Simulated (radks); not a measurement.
The nuclear charge of the argon ion Ar2+ is varied continuously with 16 electrons held in [Ne] 3s2 3p4. Method: non-relativistic Kohn-Sham, PBEsol, spin-polarised, spherical densities, point nucleus; open shells are filled with parallel spins first; computed with a radial shooting solver on a logarithmic mesh with Libxc functionals. By the Hellmann-Feynman theorem dE/dZ = E(electron-nucleus)/Z, the electronic potential at the nucleus.

[
 {"Z": "17", "E (hartree)": "-458.80410", "E(electron-nucleus)/Z (hartree)": "-63.8534", "HOMO": "3p", "e(HOMO) (eV)": "-18.175", "<r> HOMO (bohr)": "1.726"},
 {"Z": "17.1", "E (hartree)": "-465.21299", "E(electron-nucleus)/Z (hartree)": "-64.3244", "HOMO": "3p", "e(HOMO) (eV)": "-19.597", "<r> HOMO (bohr)": "1.697"},
 {"Z": "17.2", "E (hartree)": "-471.66897", "E(electron-nucleus)/Z (hartree)": "-64.7952", "HOMO": "3p", "e(HOMO) (eV)": "-21.055", "<r> HOMO (bohr)": "1.669"},
 {"Z": "17.3", "E (hartree)": "-478.17202", "E(electron-nucleus)/Z (hartree)": "-65.2659", "HOMO": "3p", "e(HOMO) (eV)": "-22.547", "<r> HOMO (bohr)": "1.642"},
 {"Z": "17.4", "E (hartree)": "-484.72213", "E(electron-nucleus)/Z (hartree)": "-65.7364", "HOMO": "3p", "e(HOMO) (eV)": "-24.074", "<r> HOMO (bohr)": "1.616"},
 {"Z": "17.5", "E (hartree)": "-491.31929", "E(electron-nucleus)/Z (hartree)": "-66.2068", "HOMO": "3p", "e(HOMO) (eV)": "-25.635", "<r> HOMO (bohr)": "1.591"},
 {"Z": "17.6", "E (hartree)": "-497.96348", "E(electron-nucleus)/Z (hartree)": "-66.6770", "HOMO": "3p", "e(HOMO) (eV)": "-27.231", "<r> HOMO (bohr)": "1.567"},
 {"Z": "17.7", "E (hartree)": "-504.65469", "E(electron-nucleus)/Z (hartree)": "-67.1471", "HOMO": "3p", "e(HOMO) (eV)": "-28.861", "<r> HOMO (bohr)": "1.544"},
 {"Z": "17.8", "E (hartree)": "-511.39290", "E(electron-nucleus)/Z (hartree)": "-67.6172", "HOMO": "3p", "e(HOMO) (eV)": "-30.526", "<r> HOMO (bohr)": "1.522"},
 {"Z": "17.9", "E (hartree)": "-518.17811", "E(electron-nucleus)/Z (hartree)": "-68.0871", "HOMO": "3p", "e(HOMO) (eV)": "-32.223", "<r> HOMO (bohr)": "1.500"},
 {"Z": "18", "E (hartree)": "-525.01031", "E(electron-nucleus)/Z (hartree)": "-68.5568", "HOMO": "3p", "e(HOMO) (eV)": "-33.955", "<r> HOMO (bohr)": "1.479"},
 {"Z": "18.1", "E (hartree)": "-531.88948", "E(electron-nucleus)/Z (hartree)": "-69.0265", "HOMO": "3p", "e(HOMO) (eV)": "-35.720", "<r> HOMO (bohr)": "1.459"},
 {"Z": "18.2", "E (hartree)": "-538.81561", "E(electron-nucleus)/Z (hartree)": "-69.4961", "HOMO": "3p", "e(HOMO) (eV)": "-37.519", "<r> HOMO (bohr)": "1.440"},
 {"Z": "18.3", "E (hartree)": "-545.78870", "E(electron-nucleus)/Z (hartree)": "-69.9656", "HOMO": "3p", "e(HOMO) (eV)": "-39.350", "<r> HOMO (bohr)": "1.421"},
 {"Z": "18.4", "E (hartree)": "-552.80874", "E(electron-nucleus)/Z (hartree)": "-70.4350", "HOMO": "3p", "e(HOMO) (eV)": "-41.215", "<r> HOMO (bohr)": "1.402"},
 {"Z": "18.5", "E (hartree)": "-559.87571", "E(electron-nucleus)/Z (hartree)": "-70.9044", "HOMO": "3p", "e(HOMO) (eV)": "-43.113", "<r> HOMO (bohr)": "1.384"},
 {"Z": "18.6", "E (hartree)": "-566.98961", "E(electron-nucleus)/Z (hartree)": "-71.3736", "HOMO": "3p", "e(HOMO) (eV)": "-45.044", "<r> HOMO (bohr)": "1.367"},
 {"Z": "18.7", "E (hartree)": "-574.15043", "E(electron-nucleus)/Z (hartree)": "-71.8428", "HOMO": "3p", "e(HOMO) (eV)": "-47.008", "<r> HOMO (bohr)": "1.350"},
 {"Z": "18.8", "E (hartree)": "-581.35816", "E(electron-nucleus)/Z (hartree)": "-72.3119", "HOMO": "3p", "e(HOMO) (eV)": "-49.004", "<r> HOMO (bohr)": "1.334"},
 {"Z": "18.9", "E (hartree)": "-588.61281", "E(electron-nucleus)/Z (hartree)": "-72.7809", "HOMO": "3p", "e(HOMO) (eV)": "-51.033", "<r> HOMO (bohr)": "1.318"},
 {"Z": "19", "E (hartree)": "-595.91435", "E(electron-nucleus)/Z (hartree)": "-73.2499", "HOMO": "3p", "e(HOMO) (eV)": "-53.094", "<r> HOMO (bohr)": "1.302"}
]

The central difference of E at Z = 18 is -68.557 hartree, to compare with the third column; the second derivative is -4.7 hartree.
